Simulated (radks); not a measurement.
Ce, 58 electrons, occupied as [Xe] 4f1 5d1 6s2 (the NIST ground configuration). All-electron calculation, Dirac Kohn-Sham, LDA (Slater exchange, Perdew-Wang correlation), spin-unpolarised, spherical densities, finite nucleus; open shells are shared between the two j in proportion to 2j + 1; Fermi nuclear charge, rms radius 4.8771 fm. Program: a radial shooting solver on a logarithmic mesh with Libxc functionals.

Spin-orbit splittings of the eigenvalues, e(l+1/2) - e(l-1/2), with zeta = 2 splitting/(2l+1) and mean radii in bohr:

| shell | occ. | splitting (eV) | zeta (eV) | <r> j=l-1/2 | <r> j=l+1/2 |
|---|---|---|---|---|---|
| 2p | 6 | 446.0 | 297.3 | 0.08798 | 0.09418 |
| 3p | 6 | 87.60 | 58.40 | 0.2683 | 0.2805 |
| 3d | 10 | 18.83 | 7.533 | 0.2515 | 0.2553 |
| 4p | 6 | 18.95 | 12.64 | 0.6563 | 0.6839 |
| 4d | 10 | 3.318 | 1.327 | 0.7392 | 0.7490 |
| 4f | 1 | ? | ? | 1.096 | 1.108 |
| 5p | 6 | 2.801 | 1.867 | 1.703 | 1.787 |
| 5d | 1 | 0.2036 | 0.08144 | 2.906 | 2.977 |

Estimate the 4f splitting.

Answer. 0.3340 eV (zeta = 0.09543 eV).
